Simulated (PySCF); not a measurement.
Species: Nb(NCO)4, C4N4NbO4 (doublet state).
Bonds: Nb1–N2, Nb1–N5, Nb1–N8, Nb1–N11, N2–C3, C3–O4, N5–C6, C6–O7, N8–C9, C9–O10, N11–C12, C12–O13.

Computed, not measured: PBE0-D3(BJ)/def2-SVP geometry optimisation, gas phase, def2 core potentials past Kr in PySCF.

(1) List the bond lengths and angles at this level.

Answers

(1) 
```tsv
bond	length (pm)
Nb1–N2 and 3 like bonds	196.1
N2–C3 and 3 like bonds	121.0
C3–O4 and 3 like bonds	116.5
```

Bonds in one row agree within 1 pm and their mean is given. A selection of angles:
```tsv
angle	degrees
N2–Nb1–N5	105.2
N2–Nb1–N8	118.6
N5–Nb1–N11	118.3
Nb1–N2–C3	179.0
N2–C3–O4	179.9
Nb1–N8–C9	177.8
```

Nb1 (niobium bonded to 4 N) is distorted tetrahedral (angles from 104.7° to 118.6°). All 4 N–Nb bonds measure 1.960 to 1.962 Å. All 4 C–N bonds measure 1.210 Å. All 4 C–O bonds measure 1.165 Å.

Point group: near D2d, missed by 0.19 Å at most; the miss may be what the optimiser left on a soft mode (Cs holds within 0.08 Å). No PBE0-D3(BJ)/def2-SVP frequencies stand behind this structure, so it isn't proved a minimum. ⟨S²⟩ = 0.755 (exact for a doublet: 0.75).
